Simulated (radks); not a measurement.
Pm LI, 11 electrons, occupied as [Ne] 3s1.

All-electron calculation, Dirac Kohn-Sham, PBE, spin-unpolarised, spherical densities, finite nucleus; Fermi nuclear charge, rms radius 4.962 fm. Program: a radial shooting solver on a logarithmic mesh with Libxc functionals.

Energy parts (eV):
total: -201713.95
kinetic: 221905.74
electron-nucleus: -439495.24
Hartree: 18907.34
exchange-correlation: -3031.78

Orbitals (lengths in bohr, moments of r in powers of bohr):
| orbital | occ. | eigenvalue (eV) | <1/r> | <r^2> | small-component weight |
|---|---|---|---|---|---|
| 1s1/2 | 2 | -48672.92 | 67.46 | 0.0007304 | 5.14e-02 |
| 2s1/2 | 2 | -10778.46 | 16.29 | 0.01107 | 1.16e-02 |
| 2p1/2 | 2 | -10446.73 | 16.22 | 0.008036 | 1.16e-02 |
| 2p3/2 | 4 | -9864.607 | 14.54 | 0.009182 | 1.09e-02 |
| 3s1/2 | 1 | -4436.862 | 6.683 | 0.06132 | 4.61e-03 |
| 3p1/2 | 0 | -4322.276 | 6.620 | 0.05529 | 4.55e-03 |
| 3p3/2 | 0 | -4166.906 | 6.167 | 0.05978 | 4.37e-03 |
| 4s1/2 | 0 | -2400.188 | 3.610 | 0.2048 | 2.47e-03 |

The highest occupied level is 3s1/2 at -4436.9 eV. The electron density at the nucleus is 4.876e+05 e/bohr^3. Summed over all electrons, <r^2> = 0.1377 bohr^2, which gives a Langevin (diamagnetic) susceptibility term of -0.109 x 10^-6 cm^3/mol. The density falls to 0.001 e/bohr^3 at r = 0.61 bohr.
